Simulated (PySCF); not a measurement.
Isomers of C6H6S, one GFN2-xTB conformer each. Single-point energies are computed at PBE0/pcSseg-1 (PySCF, gas phase, no added dispersion term), electronic only.

Question: Rank them by PBE0/pcSseg-1 energy, lowest first (kJ/mol).
A. `[CH2:1]=[CH:2][c:3]1[cH:4][cH:5][cH:6][s:7]1` with C1–C2–C3–C4 180°
B. `[SH:1][c:2]1[cH:3][cH:4][cH:5][cH:6][cH:7]1` with H–S1–C2–C3 180°
C. `[CH3:1][C:2](=[S:3])[CH:4]=[C:5]1[CH:6]=[CH:7]1` with C1–C2–C4–C5 180°
D. `[CH2:1]=[CH:2][c:3]1[cH:4][cH:5][s:6][cH:7]1` with C1–C2–C3–C4 0°

Answer: B (0.0), A (80.0), D (83.3), C (316.8).

As drawn, the lowest has an aromatic ring and an S–H bond, which the highest lacks; the highest has a three-membered ring, a C=S bond and a C=C bond outside aromatic rings, which the lowest lacks. Neighbours under 10 kJ/mol apart (C=Cc1cccs1 and C=Cc1ccsc1) can change places with a better method, another conformer or zero-point energy. GFN2-xTB itself gives, in the same order: 0.0, 78.5, 84.2, 311.0. Both levels put the same isomer lowest; measured from each level's own lowest isomer, the values differ by up to 5.8 kJ/mol (CC(=S)C=C1C=C1: 311.0 against 316.8).

Which frontier levels, dipoles and rotational constants go with these structures?

```json
{"SMILES": "Sc1ccccc1", "HOMO (eV, PBE0/pcSseg-1)": "-6.40", "LUMO (eV)": "-0.37", "dipole (D)": "1.23", "A, B, C (MHz)": "5659, 1598, 1246"}
{"SMILES": "C=Cc1cccs1", "HOMO (eV, PBE0/pcSseg-1)": "-6.32", "LUMO (eV)": "-1.24", "dipole (D)": "0.67", "A, B, C (MHz)": "5027, 1911, 1385"}
{"SMILES": "C=Cc1ccsc1", "HOMO (eV, PBE0/pcSseg-1)": "-6.49", "LUMO (eV)": "-0.78", "dipole (D)": "0.29", "A, B, C (MHz)": "6769, 1481, 1215"}
{"SMILES": "CC(=S)C=C1C=C1", "HOMO (eV, PBE0/pcSseg-1)": "-5.63", "LUMO (eV)": "-1.52", "dipole (D)": "4.73", "A, B, C (MHz)": "4465, 1517, 1140"}
```
